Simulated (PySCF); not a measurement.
Compound: C5H12FNSi.
Numbering: `[NH2:1][SiH2:2][C@@H:3]1[CH2:4][CH2:5][CH2:6][C@H:7]1[F:8]`

Definitions: NICS(0) = −σiso at the ring centroid; NICS(1) = −σiso and NICS(1)zz = −σzz at ±1 Å along the ring normal z. Level: GIAO PBE0/pcSseg-1 (PySCF, non-relativistic, gas phase) on the GFN2-xTB geometry, one conformer.

Ring bond lengths (Å), with Mayer bond orders in brackets: C3–C4 1.525 (1.00), C4–C5 1.529 (1.03), C5–C6 1.534 (1.04), C6–C7 1.538 (1.02), C7–C3 1.528 (1.01).

Task: Give the NICS values of each ring in ppm.

Result: 
| ring | type | NICS(0) | NICS(1), two faces | NICS(1)zz, two faces | rms pucker (Å) | centre to ring atoms, mean (Å) |
| --- | --- | --- | --- | --- | --- | --- |
| C3–C4–C5–C6–C7 | 5-membered carbocycle; formal bonds all single | -5.1 | -5.1 / -3.0 | -4.9 / -1.1 | 0.18 | 1.28 |

Task: What can be read from them?

Result: 
- C3–C4–C5–C6–C7: mean NICS(1)zz -3.0 ppm, near zero. C3, C4, C5, C6, C7 have four or more neighbours, so the value isn't read as a sign of a π ring current. The two faces differ by 3.8 ppm, so no symmetry operation interchanges them.

Task: What is the mean of the two in-plane components of NICS at the first NICS(1) probe listed for ring C3–C4–C5–C6–C7, 1 Å off the ring?

Result: The isotropic value is a third of the trace: (3 × -5.1 − (-4.9))/2 = -5.2 ppm.

Task: Give the inner angles of the rings and the Hirshfeld charges of the ring atoms.

Result: 
- C3–C4–C5–C6–C7: C3 102.6° (-0.126 e), C4 103.4° (-0.069 e), C5 104.2° (-0.068 e), C6 105.7° (-0.079 e), C7 106.7° (+0.067 e); sum 522.7° against 540° for a flat convex ring.
